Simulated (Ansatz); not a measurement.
**Worked example: a bond strength in GaSiH3F2 (SMILES [F][Ga]([F])[SiH3])**

GaSiH3F2: 7 atoms, total charge 0, spin state singlet. As SMILES, `[F][Ga]([F])[SiH3]`. Geometry: optimised at B3LYP/def2-SVP.

```xyz
7

F     0.3434   -1.7279    2.0531
Ga    0.7535   -0.8791    0.5692
F     2.3171   -1.4175   -0.0267
Si   -0.6395    0.7657   -0.4894
H     0.1891    1.6022   -1.3995
H    -1.2749    1.6090    0.5602
H    -1.6886    0.0477   -1.2670
```

Wanted: the dissociation energy of the Ga2–F1 bond into doublet GaSiH3F and doublet F (shapes relaxed at B3LYP/def2-SVP, no zero-point term). 1 Eh = 2625.50 kJ/mol = 27.2114 eV. Totals in Eh; open shells run unrestricted unless said.

| level | program | GaSiH3F2 | doublet GaSiH3F | doublet F |
| --- | --- | --- | --- | --- |
| HF/def2-SVP | Ansatz | -2412.393095 | -2312.961467 | -99.284051 |
| B3LYP/def2-SVP | Ansatz | -2415.495201 | -2315.654312 | -99.640474 |
| MP2/def2-SVP, 16 core orbitals frozen | Ansatz | -2413.076272 | -2313.441096 | -99.422431 |

Question: Work out the dissociation energy at each level.

Answer: 
1. HF/def2-SVP: (-2312.961467) + (-99.284051) − (-2412.393095) = 0.147577 Eh = 387.5 kJ/mol = 4.02 eV.
2. B3LYP/def2-SVP: (-2315.654312) + (-99.640474) − (-2415.495201) = 0.200415 Eh = 526.2 kJ/mol = 5.45 eV.
3. MP2/def2-SVP: (-2313.441096) + (-99.422431) − (-2413.076272) = 0.212745 Eh = 558.6 kJ/mol = 5.79 eV.

The levels span 387 to 559 kJ/mol; no measured value is set beside them. Hartree–Fock lacks the correlation of the bonding electrons, so it comes out low. A bond enthalpy at 298 K also holds the loss of zero-point energy and thermal terms.
